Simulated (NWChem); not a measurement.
BeCl2; SMILES [Be]([Cl])[Cl]

```xyz
3

Be     0.0000     0.0000     0.0000
Cl     0.0000     0.0000     1.8137
Cl     0.0000     0.0000    -1.8137
```
Atoms are numbered in this order, from 1.

All runs: NWChem. All runs use the structure optimised with PBE-D3(BJ)/def2-SVP. Vzz is the largest principal value of the second derivative of the potential at the nucleus (NWChem prints the opposite sign); η is the asymmetry. Non-relativistic.

Task: What does the run give for Hartree-Fock/def2-TZVP? Quantities: Vzz Be1 (a.u.); η Be1; Vzz Cl3 (a.u.); η Cl3.

Result: 
```json
{
 "Vzz Be1 (a.u.)": "-0.158",
 "η Be1": "0.00",
 "Vzz Cl3 (a.u.)": "1.113",
 "η Cl3": "0.00"
}
```
